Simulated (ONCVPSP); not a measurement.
# copper (Cu): one change to an ONCV potential, before and after

```json
{
  "Element": "Cu",
  "Generator": "ONCVPSP 4.0.1",
  "Type": "optimised norm-conserving Vanderbilt (ONCV)",
  "Functional": "PBEsol",
  "Relativity": "scalar-relativistic",
  "Frozen core": "[Ne]",
  "Valence charge": "19",
  "Reference configuration": "3s2 3p6 3d9 (charge +2)",
  "Partial waves": "3s: rc 1.00 bohr, ncon 4, nbas 9, qcut 12.9 1/bohr, 2 projectors, debl 2.8 Ha; 3p: rc 0.85 bohr, ncon 4, nbas 8, qcut 15.3 1/bohr, 2 projectors, debl 3.3 Ha; 3d: rc 0.80 bohr, ncon 4, nbas 8, qcut 19.8 1/bohr, local",
  "Local potential": "the d channel",
  "Core correction": "polynomial model core, fcfact 0.7"
}
```

In the s channel the program set the typed energies aside and used -5.143, 0.250 Ha. In the p channel the program set the typed energies aside and used -3.581, 0.250 Ha.

Change: all radii but the core radius scaled by about 0.78 (s 0.78, p 0.66, d 0.62 bohr).

Cutoffs: the cutoffs (Ha) at which the residual kinetic energy of the hardest occupied pseudo-wave falls to 1 and 0.1 mHa per electron; they do not see the model core or the augmentation charge, which bear on the density cutoff. Errors are all-electron minus pseudo energies relative to the spin-unpolarised reference configuration.

**Question.** How do hardness, ghosts and transferability respond?

**Answer.** The potential gets harder (146 Ha and 166 Ha → 179 Ha and 356 Ha); the number of tests with a reliable result goes from 4 to 3; of the 3 tests that both files solve, the error grows in 1 and shrinks in 2 by more than 15 % and 0.3 meV (median size 3.7 → 2.6 meV); neither file shows a bound ghost. A smaller radius makes the pseudo-wave follow the all-electron one further in, where it bends more sharply, so more plane waves are needed.

| quantity | base | changed |
| --- | --- | --- |
| cutoff, loose | 146 Ha | 179 Ha |
| cutoff, tight | 166 Ha | 356 Ha |
| loose cutoff by channel | s 59 Ha, p 73 Ha, d 146 Ha | s 73 Ha, p 93 Ha, d 179 Ha |
| bound ghosts | none | none |
| GHOST(+) flags under 300 eV | none | none |
| tests with a reliable result | 4 of 4 | 3 of 4 |
| error for 3s2 3p6 3d10, meV [ΔE -21.31 eV] | -0.8 | -2.6 |
| error for 3s2 3p6 3d8, meV [ΔE 38.99 eV] | -4.4 | +2.5 |
| error for 3s2 3p6 3d9 4s2, meV [ΔE -27.43 eV] | +3.7 | +2.8 |
| rms error of d²Exc/dni dnj with the model core, mHa | 1.31 | 1.16 |
